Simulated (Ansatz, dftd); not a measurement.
Species: H$_{4}$BPO$_{2}$, charge 0, singlet. H4BPO2 (phosphanylboronic acid, SMILES OB(O)P).
B3LYP-D3(BJ)/def2-TZVP minimum from Ansatz (a program for electronic structure):
```xyz
8

B     -0.3709     0.0516    -0.3304
O     -1.0453    -1.0756    -0.7089
H     -1.7817    -0.9473    -1.3173
O     -0.6675     1.3150    -0.7599
H     -1.4116     1.3947    -1.3673
P      1.0143    -0.1387     1.0128
H      1.9311     0.7651     0.4252
H      1.6040    -1.3048     0.4694
```

Wanted: atomisation energy (electronic, to ground-state atoms), in kJ/mol. Radicals and triplets start from unrestricted determinants; spin-orbit coupling is neglected. Cores are frozen in correlated methods. Rows without X2C or -DK are non-relativistic. CBS(X,Y): correlation extrapolated as X^-3, Hartree-Fock from the larger set. A bracket is a step between two methods taken in the basis named. Functionals run without relativity, which enters their misses. Double hybrids freeze cores in their MP2 part. 'core' is core correlation in cc-pwCVTZ (1s frozen past Ne), 'X2C' scalar relativity in cc-pVTZ-DK, both at CCSD(T). For partners of very few electrons the exact lower level stands in for a higher one.

```tsv
level	program	atomisation energy (kJ/mol)	difference against the last row
HF/cc-pV(T+d)Z	Ansatz	2106.3	-883.7
r2SCAN-D3(BJ)/def2-TZVPD	Ansatz + dftd3	2988.6	-1.4
r2SCAN/def2-TZVPD	Ansatz	2985.0	-5.0
PBE0-D3(BJ)/def2-TZVPD	Ansatz + dftd3	2965.8	-24.2
PBE0-D4/def2-TZVPD	Ansatz + dftd4	2965.4	-24.6
PBE0/def2-TZVPD	Ansatz	2954.3	-35.7
B2PLYP-D4/def2-TZVPD	Ansatz + dftd4	2950.1	-39.9
B2PLYP/def2-TZVPD	Ansatz	2940.9	-49.1
MP2/cc-pV(Q+d)Z	Ansatz	3007.2	17.2
CCSD/CBS(cc-pV(T+d)Z,cc-pV(Q+d)Z)	Ansatz	2925.7	-64.3
CCSD(T)/CBS(cc-pV(T+d)Z,cc-pV(Q+d)Z)	Ansatz	2980.3	-9.7
CCSDT(Q)/cc-pV(D+d)Z	Ansatz	2714.9	-275.1
CCSD(T)/CBS(cc-pV(T+d)Z,cc-pV(Q+d)Z) + [CCSDT(Q) - CCSD(T)]/cc-pV(D+d)Z + core + X2C	Ansatz	2990.0	0.0
```
